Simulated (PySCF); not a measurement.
Bonds (- single, = double, # triple, : aromatic): C1-O2, O2-C3, C3-Si4, Si4-C5, C5-F6, C5-C7, C7-F8, C7-F9, C5-C3. C1 carries H10, H11, H12; C3 carries H13; Si4 carries H14, H15; C7 carries H16. Stereochemistry as in CO[C@@H]1[SiH2][C@]1(F)C(F)F. H14 is cis to O2 on the ring; H15 is trans to O2 on the ring.

All values are calculated (PySCF 2.14.0 with density-fitted response routines): geometry from GFN2-xTB, NMR shieldings at PBE0/pcSseg-1/GIAO. No solvent, one computed conformer, relativity neglected, averaged over atoms made equivalent by symmetry, fast rotation or ring inversion.

Chemical shifts δ = σref − σ; 13C and 1H and 29Si vs TMS; 17O against H2O; CFCl3 for 19F, all at this level.

| atoms | nucleus | count | Hirshfeld charge | δ (ppm) |
| --- | --- | --- | --- | --- |
| F9 | 19F | 1 | -0.11 | -138.4 |
| H14 | 1H | 1 | -0.05 | 3.46 |
| C7 | 13C | 1 | 0.13 | 119.5 |
| H10/H11/H12 | 1H | 3 | 0.04 | 3.49 |
| H13 | 1H | 1 | 0.04 | ? |
| F8 | 19F | 1 | -0.09 | -140.2 |
| C3 | 13C | 1 | -0.05 | 73.0 |
| F6 | 19F | 1 | -0.11 | -230.4 |
| H15 | 1H | 1 | -0.05 | ? |
| C1 | 13C | 1 | -0.04 | 63.1 |
| O2 | 17O | 1 | -0.13 | ? |
| C5 | 13C | 1 | -0.02 | ? |
| Si4 | 29Si | 1 | 0.29 | -131.3 |
| H16 | 1H | 1 | 0.05 | 6.72 |

Q: Fill in the missing shifts.

A: 
- C5: 89.0 ppm, three-membered-ring carbon; pulled downfield by the heteroatom
- H13: 4.26 ppm, hydrogen on a three-membered-ring carbon; its carbon carries O, hence the downfield position
- H15: 3.03 ppm, hydrogen on a silicon bonded to 2 C, in a 3-membered ring
- O2: 15.9 ppm, ether oxygen

Shifts are as computed. Against solution values, carbons near 30 ppm lie about +3 ppm off and those near 130 ppm about +5 ppm. Of 1309 compounds with measured shifts, 239 miss one by over three times the rms of a fit or turn the order of signals round; such compounds aren't used in these exercises. Unscaled 19F shifts against computed CFCl3 carry errors that often reach 10 to 50 ppm. Experimental scales use liquid or dissolved standards, which lie at an offset from isolated H2O (liquid H2O: subtract about 36 ppm).
